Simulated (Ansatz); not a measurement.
The same atomization along the group F, Cl, Br.

Gas-phase electronic energies from Ansatz, PBE0-D4/def2-TZVP geometries. CBS: MP2 limit from def2 TZ/QZ plus the TZ coupled-cluster correction, frozen cores. This one scheme is used for every species, atoms too. DFT in def2-TZVPP. No spin–orbit coupling; open shells (•) take unrestricted orbitals. Spin–orbit coupling would lower the free atoms: a little for B, Cl, F, O; clearly for Br. Bonds to Br are less sure, by a few kJ/mol each and by 10 to 20 or more in all where they break to atoms, as the def2 sets lack core-valence functions. Scalar relativity is left out up to krypton. One conformer a species, not always the lowest.

```tsv
reaction	CCSD(T)/CBS(def2) (kcal/mol)
`OB(O)F` → B• + F• + 2 H• + 2 O•	?
`OB(O)Cl` → B• + Cl• + 2 H• + 2 O•	599.1
`OB(O)Br` → B• + Br• + 2 H• + 2 O•	585.2
```

(1) Fill in the missing values. (Estimate.)

Largest T1 diagnostic: 0.014, for B•.

Results:

(1) The calculation gave: `OB(O)F` → B• + F• + 2 H• + 2 O•: +646.7 kcal/mol.

For atomizations the MP2-based limit and the directly extrapolated one differ by several kJ/mol either way, and by 10 to 25 for some Ge, Se and Sn compounds, so smaller differences from it don't rank the levels.
